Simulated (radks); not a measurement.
Results of a calculation; reference values are marked as such.
How relativity changes the ionisation of neutral strontium ([Kr] 5s2) to Sr+ ([Kr] 5s1). Spin-unpolarised spherical Kohn-Sham, PBE, point nucleus unless stated (finite: rms radius 4.224 fm), a radial shooting solver on a logarithmic mesh with Libxc functionals. A level marked "c x" has the speed of light scaled by that factor.

[
 {"level": "non-rel.", "E(Sr) (hartree)": "-3132.94866", "E(Sr+) (hartree)": "-3132.73543", "IE (eV)": "5.802", "HOMO": "5s", "<r> HOMO (bohr)": "4.398"},
 {"level": "scalar-rel.", "E(Sr) (hartree)": "-3179.49289", "E(Sr+) (hartree)": "-3179.27661", "IE (eV)": "5.885", "HOMO": "5s", "<r> HOMO (bohr)": "4.333"},
 {"level": "scalar-rel., finite nucleus", "E(Sr) (hartree)": "-3179.46127", "E(Sr+) (hartree)": "-3179.24499", "IE (eV)": "5.885", "HOMO": "5s", "<r> HOMO (bohr)": "4.333"},
 {"level": "Dirac", "E(Sr) (hartree)": "-3179.79759", "E(Sr+) (hartree)": "-3179.58132", "IE (eV)": "5.885", "HOMO": "5s1/2", "<r> HOMO (bohr)": "4.333"},
 {"level": "Dirac, finite nucleus", "E(Sr) (hartree)": "-3179.76593", "E(Sr+) (hartree)": "-3179.54966", "IE (eV)": "5.885", "HOMO": "5s1/2", "<r> HOMO (bohr)": "4.333"},
 {"level": "Dirac, c x 0.75", "E(Sr) (hartree)": "-3218.87236", "E(Sr+) (hartree)": "-3218.65348", "IE (eV)": "5.956", "HOMO": "5s1/2", "<r> HOMO (bohr)": "4.280"},
 {"level": "Dirac, c x 1.5", "E(Sr) (hartree)": "-3153.33085", "E(Sr+) (hartree)": "-3153.11630", "IE (eV)": "5.838", "HOMO": "5s1/2", "<r> HOMO (bohr)": "4.370"},
 {"level": "Dirac, c x 5", "E(Sr) (hartree)": "-3134.75559", "E(Sr+) (hartree)": "-3134.54225", "IE (eV)": "5.805", "HOMO": "5s1/2", "<r> HOMO (bohr)": "4.395"}
]

NIST Atomic Spectra Database: 5.695 eV (measured). The relativistic part of the total energy of Sr is -46.82 hartree (Dirac, finite nucleus), 1.5 % of the non-relativistic value. Spin polarisation and multiplet splitting of open shells are left out at every level.

Beside tabulated values, note that relativity, absent from the non-relativistic runs, is large for the heavy elements, and spin-unpolarised runs miss the spin-polarisation part of the exchange energy of open shells.
